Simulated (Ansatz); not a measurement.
A nudged elastic band was laid between two geometries of AlH$_{5}$O$_{2}$Si (9 atoms, charge 0, multiplicity 1).

These are results of Ansatz 0.2.0, RKS PBE0-D4/def2-SVP, not measurements.

```
movable images  : 5
climbing image  : yes
spring          : 5.0 eV/Å²
optimiser       : quadratic models (default)
start path      : through a guess of the saddle point
force threshold : 0.03 eV/Å
iteration limit : 60
end points      : relaxed
```

Initial state:

```xyz
9
Properties=species:S:1:pos:R:3
O -1.868 1.875 -0.700
Al -0.241 1.559 -0.349
O 0.283 -0.006 0.043
Si 0.813 -1.514 0.432
H -2.595 1.251 -0.713
H 0.759 2.766 -0.399
H 1.920 -1.931 -0.482
H -0.300 -2.505 0.310
H 1.317 -1.542 1.840
```

Final state:

```xyz
9
Properties=species:S:1:pos:R:3
O -1.878 1.981 -0.479
Al -0.254 1.499 -0.496
O 0.197 -0.054 0.017
Si 0.817 -1.520 0.435
H -2.634 1.463 -0.199
H 0.808 2.538 -0.997
H 2.236 -1.642 -0.020
H 0.021 -2.617 -0.196
H 0.776 -1.695 1.919
```

(1) What changes between the two ends?

(2) Give the energies along the band, and the barrier.

(3) What is the geometry of the highest image?

Results:

(1) No bond is made or broken.

(2) The run converged. The highest image is number 3 of 0 to 6, 0.003 eV above the ends, which have the same energy within 2 meV. The top lies less than 8 meV above the higher end, about what the thresholds resolve: that end is a shoulder or a very shallow well. A vibrational analysis at the climbing image gives no mode beyond 40i cm⁻¹: the surface is too flat there to confirm a saddle point.

| image | path coordinate (Å) | energy (eV) |
| --- | --- | --- |
| 0 | 0.00 | 0.000 |
| 1 | 0.35 | 0.000 |
| 2 | 0.70 | 0.001 |
| 3 | 1.05 | 0.003 |
| 4 | 1.51 | 0.001 |
| 5 | 1.98 | 0.000 |
| 6 | 2.44 | 0.000 |

(3) 
```xyz
9
Properties=species:S:1:pos:R:3
O -1.897 1.842 -0.554
Al -0.232 1.554 -0.422
O 0.367 0.048 0.081
Si 0.824 -1.495 0.425
H -2.610 1.230 -0.365
H 0.739 2.732 -0.778
H 2.156 -1.795 -0.182
H -0.170 -2.470 -0.127
H 0.912 -1.692 1.904
```

The run took 10 min on 1 thread of Arm Neoverse V1, with other jobs on the host, peak memory 0.18 GiB.
